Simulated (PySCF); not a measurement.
Titanium: a sound run and one with changed settings

Sound run: Ti [Ar] 3d2 4s2, Ti⁺ [Ar] 3d2 4s1. Calculation: PySCF 2.14, in def2-SVP (5s3p2d1f, 31 functions); the non-relativistic Hamiltonian (point nucleus). In the sound run the correlated levels freeze [Ar]. The sound run starts from symmetry-adapted Hartree-Fock orbitals and uses a fine grid where one is needed.

Changed run: scalar relativity by spin-free X2C-1e. This setting is unsound on purpose.

```csv
species,method,sound run (hartree),changed run (hartree),converged
Ti,UHF,-848.28729,-851.98077,yes
Ti,TPSS,-849.25370,-852.94738,yes
Ti,PBE,-848.99020,-852.68389,yes
Ti,MP2,-848.31511,-852.00879,yes
Ti⁺,UHF,-848.08412,-851.77604,yes
Ti⁺,TPSS,-849.01381,-852.70551,yes
Ti⁺,PBE,-848.74558,-852.43721,yes
Ti⁺,MP2,-848.08971,-851.78163,yes
```

Ionisation energy of Ti:

```tsv
method	sound run (eV)	changed run (eV)
UHF	5.529	5.571
TPSS	6.528	6.582
PBE	6.656	6.713
MP2	6.134	6.181
SCS-MP2	6.252	6.301
```

Most of the change in total energy is the relativistic energy itself. On top of that the contraction fixes the core shape for the Hamiltonian it was made with, so the changed run is not a good calculation with the other Hamiltonian either.

For comparison, NIST gives 6.828 eV between the lowest levels.
